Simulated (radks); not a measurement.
Spherical quantum dot in the effective-mass picture: electrons in a parabolic well V = omega^2 r^2 / 2 with omega = 3.97, all in effective atomic units (hartree* = m*/eps^2 hartree, bohr* = eps/m* bohr), one dielectric constant everywhere. Calculated with a radial shooting solver with Libxc functionals: non-relativistic Kohn-Sham, PBE, spin-polarised, spherical densities. Levels are named by radial order and angular momentum (1s, 1p, 1d, 2s, ...), and open shells are averaged over m. Results are scaled to m* = 0.106 and eps = 8.6, for which hartree* = 39 meV and bohr* = 4.293 nm.

N = 19, configuration 1s2 1p6 1d10 2s(up 1, down 0). This is the lowest configuration that the search found. Occupied and some empty levels:

level    occupation  eigenvalue (meV)  <r> (nm)
1s up             1            968.47     3.028
1s down           1            971.31     3.061
1p up             3            1069.0     3.914
1p down           3            1069.9     3.916
1d up             5            1175.9     4.558
1d down           5            1176.8     4.553
2s up             1            1186.6     4.089
2s down           0            1191.2     4.101
1f up             0            1289.3     5.079
1f down           0            1290.5     5.075
2p up             0            1308.4     4.642
2p down           0            1310.5     4.659
1g up             0            1408.5     5.529
1g down           0            1409.8     5.529

Energy (meV): total 15027.9, kinetic 3165.3, external 6074.7, Hartree 6494.6, exchange-correlation -706.75.
